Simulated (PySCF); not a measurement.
Dipole moment and polarisability of `O=C1C=C(CO)CO1`

Compound: C5H6O3.
Geometry (PBE0-D3(BJ)/def2-SVP, Å), atoms numbered from 1 in this order:
```xyz
14
C5H6O3 angstrom
O     -3.2014    0.5649   -1.2509
C     -2.1619    0.4014   -0.6855
C     -0.8916    1.1552   -0.7946
C      0.0064    0.6077    0.0336
C      1.4281    0.9831    0.2960
O      2.2821   -0.1298    0.2925
C     -0.6485   -0.5490    0.7247
O     -1.9613   -0.5990    0.2214
H     -0.7717    2.0074   -1.4618
H      1.7441    1.7701   -0.4133
H      1.4990    1.4211    1.3064
H      2.3198   -0.4752   -0.6060
H     -0.6692   -0.4132    1.8207
H     -0.1252   -1.4982    0.5211
```

Level: PBE0/def2-SVPD (PySCF), static field, nuclei fixed, core orbitals frozen in the response. The polarisability tensor in these axes (au):

```
x   85.20 -2.60 14.19
y   -2.60 60.30 -8.82
z   14.19 -8.82 62.20
```

Task: What are the eigenvalues, a third of the trace, and Δα (Δα² = ½Σ(αi − αj)² over the three pairs)?

Result: Principal values 50.30, 64.25 and 93.15 au; mean 69.23 au = 10.26 Å³ = 11.41 × 10⁻⁴⁰ C²·m²/J; Δα = 37.86 au (55 % of the mean).

Task: What is the dipole moment, and where does it point?

Result: (4.41, 0.79, 0.59) D, 4.52 D in size, pointing from the negative to the positive side. Measured along this direction, the outermost atoms are O1 at the negative end and O6 at the positive end.

Task: Molar refractivity from α?

Result: Lorentz–Lorenz: R = (4π/3)N_A α = 2.5225 cm³/(mol·Å³) × 10.26 Å³ = 25.9 cm³/mol, in the limit of long wavelengths.

Task: Find the Langevin capture rate constant for NO+ (29.998 u) meeting this molecule (114.032 u), k = 2.342 × 10⁻⁹ cm³/s × √(α in Å³ / reduced mass in u).

Result: The reduced mass is 23.75 u, so k = 1.54 × 10⁻⁹ cm³/s. The formula leaves out the permanent dipole, which adds to the capture rate.

Task: Rayleigh depolarisation ratio (linearly polarised light, static tensor)?

Result: ρ = 3Δα²/(45ᾱ² + 4Δα²) = 4300.7/(215692 + 5734.2) = 0.0194.

Task: Orientational against electronic polarisability at 250 K (dilute gas, rigid molecules)?

Result: In Gaussian units μ²/3kT = 197.34 Å³ against 10.26 Å³, a ratio of 19.24; the Debye molar polarisation (4π/3)N_A(α + μ²/3kT) is 523.7 cm³/mol, leaving out the vibrational part.

The structure is a single PBE0-D3(BJ)/def2-SVP conformer in the gas phase; no vibrational or solvent corrections.
